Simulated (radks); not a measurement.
Spherical quantum dot in the effective-mass picture: electrons in a well V = -V0 / (1 + exp((r - R)/a)) with V0 = 8.31, R = 6.83, a = 0.68, with a point charge +1 (a donor) at the centre, all in effective atomic units (hartree* = m*/eps^2 hartree, bohr* = eps/m* bohr), one dielectric constant everywhere. Method: non-relativistic Kohn-Sham, r2SCAN, spin-polarised, spherical densities, generalised Kohn-Sham scheme; computed with a radial shooting solver with Libxc functionals. Levels are named by radial order and angular momentum (1s, 1p, 1d, 2s, ...), and open shells are averaged over m.

N = 26, configuration 1s2 1p6 1d10 2s(up 1, down 0) 1f(up 7, down 0). This is the lowest configuration that the search found. Occupied levels:

level,occupation,eigenvalue (hartree*),<r> (bohr*)
1s up,1,-2.9852,3.892
1s down,1,-2.9333,4.030
1p up,3,-2.9014,4.379
1p down,3,-2.8522,4.303
1d up,5,-2.7794,4.528
2s up,1,-2.7452,2.057
1d down,5,-2.7214,4.477
1f up,7,-2.6127,4.657

Energy (hartree*): total -139.388, kinetic 9.5684, external -211.64, Hartree 70.241, exchange-correlation -7.5549.
